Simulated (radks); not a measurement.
Numerical settings for the calcium ion Ca3+, [Ne] 3s2 3p5. All-electron calculation, Dirac Kohn-Sham, PBE, spin-unpolarised, spherical densities, point nucleus; open shells fill j = l - 1/2 first. Program: a radial shooting solver on a logarithmic mesh with Libxc functionals. The defaults (mesh step 0.008 in ln r, mesh end at 40 bohr or more with all orbitals vanishing there, Anderson mixing 0.5 over 9 steps, residual threshold near 1e-9 with the energy settled to 1e-9 hartree or 1e-11 of itself, here a cap of 61 iterations) give E = -677.7849 hartree and 3p3/2 at -59.508 eV in 14 iterations. Run on one thread of a shared host, so times are rough (Intel(R) Xeon(R) Platinum 8488C): 0.07 s of CPU time, 0.07 s wall, 14 iterations on 2476 mesh points. Changes against that run (0 stands for a change within the tolerance of the run):

setting	iterations	converged	E (mhartree)	e(3p3/2) (meV)	CPU (s)
mesh step in ln r 0.012	14	yes	0	0	0.05
mesh step in ln r 0.2	61	no	-2.91e+06	-	0.12
mesh step in ln r 0.005	14	yes	0	0	0.1
mesh end (bohr) 5	14	yes	+0.0873	+3.63	0.06
mesh end (bohr) 2	12	yes	+2.11e+03	+1.88e+04	0.05
residual threshold 1e-13	19	yes	0	0	0.08
residual threshold 0.1	8	yes	0	+1.43	0.05
mixing 1.5	13	yes	0	0	0.07
linear mixing, mixing 0.8	15	yes	0	0	0.07
linear mixing, mixing 1	31	yes	0	0	0.12
mixing history 3	15	yes	0	0	0.07
iteration cap 3	3	no	+1.2	-817	0.02

Settings that end as converged yet miss the energy by more than 1 mhartree: mesh end (bohr) 2 (+2.11 hartree). A mesh that ends early acts as a hard wall.
